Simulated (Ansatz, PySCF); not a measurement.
Gas-phase reaction (SMILES): [OH][AlH][OH] + O (H2O) -> [OH][Al]([OH])[OH] + [H][H] (H2); water cleaves one Al-H bond, a model of a ligand-exchange step.

Each molecule is optimised on its own at B3LYP-D3(BJ)/def2-TZVP (Ansatz, an electronic-structure program), one conformer each, not searched for the lowest. Cores are frozen in the correlated levels unless marked. No spin-orbit coupling. No relativistic terms. CBS marks a two-point X^-3 extrapolation of the correlation energy; Hartree-Fock from the larger set (for Q and 5 zeta extrapolated as (X+1)exp(-9√X)). Thermal terms are rigid-rotor harmonic-oscillator values from B3LYP-D3(BJ) frequencies (Ansatz or PySCF) at 298.15 K and 1 atm. 1 Eh = 627.5095 kcal/mol.

```tsv
species	E, CCSD(T)/CBS(cc-pV(Q+d)Z,cc-pV(5+d)Z) (Ansatz) (Eh)	E, B3LYP-D3(BJ)/def2-TZVPD (Ansatz + dftd3) (Eh)	H - E (Eh)
[OH][AlH][OH]	-394.27654	-394.90354	0.03966
O (H2O)	-76.37670	-76.46738	0.02495
[OH][Al]([OH])[OH]	-469.52289	-470.23344	0.04799
[H][H] (H2)	-1.17453	-1.17983	0.01336
```

Problem. Work out ΔE and ΔH at 298.15 K at the first level, then ΔH at the second.

Solution. 
1. ΔE = [(-469.52289) + (-1.17453)] - [(-394.27654) + (-76.37670)] = -0.04418 Eh = -27.7 kcal/mol at CCSD(T)/CBS(cc-pV(Q+d)Z,cc-pV(5+d)Z).
2. The terms H - E add up to -0.00326 Eh, so ΔH = (-0.04418 + (-0.00326))×627.5095 = -29.8 kcal/mol.
3. At B3LYP-D3(BJ)/def2-TZVPD the same steps give ΔE = -26.6 and ΔH = -28.6 kcal/mol, a shift of +1.2 from the first level.
4. These values are not checked against measurement here, since the tables used lack a sound gas-phase enthalpy of formation for at least one species.
